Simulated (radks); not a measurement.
Values are calculated unless marked as measured or tabulated.
Ionisation of neutral thulium, [Xe] 4f13 6s2, to [Xe] 4f13 6s1 as the strength of local exchange is varied. Code: a radial shooting solver on a logarithmic mesh with Libxc functionals. Model: scalar-relativistic Kohn-Sham, Slater X-alpha exchange (alpha = 2/3 is LDA exchange), no correlation, spin-polarised, spherical densities, point nucleus; open shells are filled with parallel spins first (spin-orbit coupling, left out, can overturn this in heavy ions).

\begin{tabular}{lrrrrr}
alpha & E(Tm) (hartree) & exchange (hartree) & IE (eV) & -e of the level emptied (eV) & <r> of it (bohr) \\ \hline
0.637 & -13539.9763 & -257.3321 & 5.281 & 3.062 (6s) & 4.068 \\
0.667 & -13552.1539 & -269.7259 & 5.401 & 3.189 (6s) & 4.036 \\
0.845 & -13624.6615 & -343.7527 & 6.165 & 4.008 (6s) & 3.847 \\
0.854 & -13628.3391 & -347.5179 & 6.205 & 4.052 (6s) & 3.837 \\
0.873 & -13636.1065 & -355.4736 & 6.292 & 4.146 (6s) & 3.818 \\
0.93 & -13659.4380 & -379.3979 & 6.555 & 4.433 (6s) & 3.761 \\
\end{tabular}

NIST Atomic Spectra Database: 6.184 eV (measured). The Delta-SCF value meets it near alpha = 0.85. Open shells are spherical and high-spin; term and fine-structure splittings are not resolved. Spin-orbit splitting is averaged out at the scalar-relativistic level.
